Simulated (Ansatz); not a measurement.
Geometry optimisation, RKS PBE-D4/def2-SVP in Ansatz.

The input (input.yaml):

```yaml
crystal:
  periodic: [false, false, false]
  atoms:
    - { symbol: Sn, position_ang: [0.258916, -0.022357, -0.067913] }
    - { symbol: O, position_ang: [0.861855, -0.100458, 1.800291] }
    - { symbol: H, position_ang: [0.204484, -0.14195, 2.524411] }
    - { symbol: H, position_ang: [1.976453, 0.002776, -0.15665] }
    - { symbol: Cl, position_ang: [-1.044536, 1.864986, -0.613567] }
    - { symbol: Cl, position_ang: [-0.998671, -1.884397, -0.782272] }
basis:
  gaussian: { orbitals: def2-SVP }
hamiltonian:
  xc: pbe
  dispersion: d4
relax:
  f_tol: 0.03
  max_steps: 50
```

Launched with:

```bash
$ ansatz run input.yaml --threads 2 --pin off --max-ram 3072MiB --backend cpu --events-out ev --progress --plain --runs-dir out
```

Q: Where does it end, and by what steps?

A: The forces met the threshold. After 6 steps the energy has fallen by 0.504 eV; H4 moved furthest, 0.58 Å.

```csv
step,energy less start (eV),largest force component (eV/Å),accepted
0,0.0000,1.316,yes
1,-0.2876,0.611,yes
2,-0.4404,0.291,yes
3,-0.4971,0.337,yes
4,-0.4980,0.265,yes
5,-0.5040,0.041,yes
6,-0.5041,0.015,yes
```

```xyz
6
Properties=species:S:1:pos:R:3
Sn 0.425 -0.025 0.037
O 0.736 -0.111 2.000
H -0.116 -0.143 2.480
H 1.957 0.028 -0.732
Cl -0.894 1.870 -0.455
Cl -0.848 -1.901 -0.626
```

Whether the end is a true minimum wasn't checked by a vibrational analysis.

Time of the run: 8.9 s on 2 threads of Arm Neoverse V2, with other jobs on the host, peak memory 0.13 GiB.
